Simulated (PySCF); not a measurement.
A structure optimised at PBE-D3(BJ)/def2-SVP, used in a PySCF frequency run:

```xyz
6

W      0.1310    -0.4331     0.0649
O      1.3744    -1.0195    -0.9620
S      1.0197     0.0062     1.9774
Br    -0.7504     1.6235    -0.8851
O     -1.1874    -1.7659     0.3067
H     -1.2366    -2.5898    -0.2150
```
Charge 0, spin multiplicity 1.

Q: Write its SMILES and formula.

A: [O]=[W]([OH])(=[S])[Br], BrHO2SW

Q: What are its rotational constants (standard atomic weights)?

A: 2.3191, 0.98779, 0.85853 GHz
